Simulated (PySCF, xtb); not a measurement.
Si(Cl)2(F)(GeH3) (Cl2FGeH3Si), SMILES F[Si](Cl)(Cl)[GeH3].

Harmonic wavenumbers (cm⁻¹) from GFN2-xTB (xtb 6.7.1) at its own minimum, in rising order: 25, 77, 98, 143, 178, 188, 340, 434, 439, 530, 549, 779, 806, 866, 869, 2018, 2095, 2100.

Task: What does PBE-D3(BJ)/def2-SVP in PySCF give at its own minimum? (An estimate is asked for; the answer gives what the named calculation found.)

Result: 87, 96, 104, 173, 192, 232, 349, 455, 459, 556, 600, 758, 842, 845, 882, 2089, 2108, 2109. Paired by order, the mean absolute difference is 27 cm⁻¹ and the zero-point energies are 17.9 and 18.5 kcal/mol.
